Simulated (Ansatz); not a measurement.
Reaction (isomerisation): `O[Si@@H]1C[C@@H](F)O1` → `O=C[SiH](O)CF`

Program: Ansatz. Geometries: PBE0-D4/def2-TZVP. ΔE: electronic, gas phase. CBS: MP2 limit from def2 TZ/QZ plus the TZ coupled-cluster correction, frozen cores. Functionals use def2-TZVPP. B3LYP here is the variant with VWN-RPA as its local correlation; programs differ in this. One conformer a species, not always the lowest.

```csv
level,ΔE (kJ/mol)
B3LYP-D4,158.6
r2SCAN,180.8
HF/def2-QZVPP,164.8
MP2/def2-QZVPP,190.6
```

Q: What does CCSD(T)/CBS give? (An estimate is asked.)

A: The calculation gave: +177.6 kJ/mol. The listed levels differ from it by -19.0, 3.2, -12.8, 13.0 kJ/mol.

Largest T1 diagnostic among the species: 0.014.

From PBE to PBE0 (25 % exact exchange), in def2-TZVPP and without D4, ΔE moves by +17.2 kJ/mol. In def2-TZVPP, CCSD(T) changes the Hartree–Fock value by +12.0 kJ/mol (the triples alone add −1.0 kJ/mol) and MP2 by +25.4 kJ/mol.
